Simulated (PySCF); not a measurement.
NP, SMILES N#P. Geometry: PBE-D3(BJ)/def2-TZVPD.

Computed equilibrium geometry at PBE-D3(BJ)/def2-TZVPD (PySCF confirms it by a frequency run) as Cartesian coordinates in Å, and its point group:
point group C∞v.
```xyz
2

N      0.0000     0.0000    -1.0221
P      0.0000     0.0000     0.4770
```
Charge 0, spin multiplicity 1.
